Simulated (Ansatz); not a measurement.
Isolated molecules relaxed with PBE0-D4/def2-TZVP in Ansatz; ΔE leaves out vibrations. CCSD(T)/CBS adds triple-zeta CCSD(T) − MP2 to the extrapolated MP2 energy (def2 sets, frozen cores). This one scheme is used for every species. Functionals use def2-TZVPP. Each species was taken in one conformer, which may not be the lowest.

Reaction (formal exchange of groups at a B–Si bond): `F[Si](F)(F)BCl` + `CCl` → `ClBCCl` + `F[SiH](F)F`

```csv
level,ΔE (kJ/mol)
LDA (SPW92),-33.2
r2SCANh-D4,-32.1
r2SCAN0,-32.8
MP2/def2-TZVPP,-41.0
```

(1) What does CCSD(T)/CBS give? (Estimate.)

Largest T1 diagnostic among the species: 0.013.

Results:

(1) The calculation gave: -32.4 kJ/mol. The listed levels differ from it by -0.8, 0.3, -0.4, -8.6 kJ/mol.

At CCSD(T), def2-SVP lies −3.1 kJ/mol from the extrapolated value and def2-TZVPP −1.1 kJ/mol. From BLYP to BHLYP (50 % exact exchange), in def2-TZVPP and without D4, ΔE moves by −5.1 kJ/mol. Leaving LDA and LC-ωPBE aside and taking each functional with its dispersion term where it has one, the values, not all of them listed here, spread over 9.5 kJ/mol, from PBE-QIDH to revPBE-D4. LDA lies −8.5 kJ/mol from PBE without D4.
